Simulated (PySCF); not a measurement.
Computed IR spectrum (relative IR intensity) of a molecule C₂H₆GeO₂. Geometry: B3LYP-D3(BJ)/def2-SVP. One conformer was computed; it need not be the lowest. All values below come from B3LYP-D3(BJ)/def2-SVP (PySCF 2.14.0). Frequencies are harmonic and unscaled.

Lines under 2 % of the strongest are left out, and lines within 2 cm⁻¹ are merged.

```
ν (cm⁻¹)  relative intensity
--------  ------------------
142                      5.2
333                      3.3
621                       14
647                       14
736                       28
845                       72
870                       14
880                       21
955                      6.8
1014                     9.8
1053                     3.2
1306                     100
1387                      56
1438                     4.9
1447                     3.2
1808                      79
2165                      17
2175                      37
2181                      39
```

Problem. Which molecule gave these data?
A. O[C@H]1C[O][GeH2]1
B. CC(=O)[O][GeH3]
C. C[C](=O)[GeH2][OH]
D. C[O][Ge][O]C

Solution. B, CC(=O)[O][GeH3]
